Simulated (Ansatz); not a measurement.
`N#[C][GeH3]` + CH₃OH → `C[O][GeH3]` + `C#N` at 600 K and 1 bar (ligand exchange at a Ge–C bond).

Program: Ansatz. Geometries: PBE0-D4/def2-TZVP. ΔE: electronic, gas phase. CCSD(T)/CBS adds triple-zeta CCSD(T) − MP2 to the extrapolated MP2 energy (def2 sets, frozen cores). This one scheme is used for every species. For Ge outer-core shells are correlated without core-valence functions, which leaves a few kJ/mol of doubt a bond. Scalar relativity is left out up to krypton.

| species | CCSD(T)/CBS energy (Eh) | H − E (kJ/mol) | S (J/(mol·K)) |
| --- | --- | --- | --- |
| `N#[C][GeH3]` | -2170.64236 | 121.5 | 334.0 |
| CH₃OH | -115.61712 | 163.6 | 277.3 |
| `C[O][GeH3]` | -2192.93708 | 218.7 | 379.2 |
| `C#N` | -93.32098 | 64.3 | 228.4 |

H − E and S are ideal-gas, rigid-rotor, harmonic terms from PBE0-D4/def2-TZVP. 1 Eh = 2625.50 kJ/mol, R = 8.31446 J/(mol·K).

Question: By hand: ΔE, ΔH, ΔS and ΔG.

Answer: ΔE = (-2192.93708) + (-93.32098) − (-2170.64236) − (-115.61712) = 0.00142 Eh = 3.7 kJ/mol. Δ(H − E) = 218.7 + 64.3 − 121.5 − 163.6 = -2.1, so ΔH = 1.6 kJ/mol. ΔS = 379.2 + 228.4 − 334.0 − 277.3 = -3.7 J/(mol·K). ΔG = 1.6 − 600 × (-3.7)/1000 = 3.8 kJ/mol.

Question: By hand: the equilibrium constant, and the temperature at which ΔG would vanish if ΔH and ΔS stayed fixed.

Answer: log₁₀ K = −ΔG/(RT ln 10) = -0.3. ΔH and −TΔS have one sign here, so there is no such temperature. One of them is within its doubt of zero, so this could turn.

TΔS isn't small against ΔH here. The sign of ΔG lies within the doubt. A doubt of 5 kJ/mol in ΔE shifts log₁₀ K by 0.4 here. These are equilibria of isolated gas molecules and say nothing of rates. Largest T1 diagnostic: 0.014 (customary marks: 0.02 for closed shells, 0.045 for open ones).
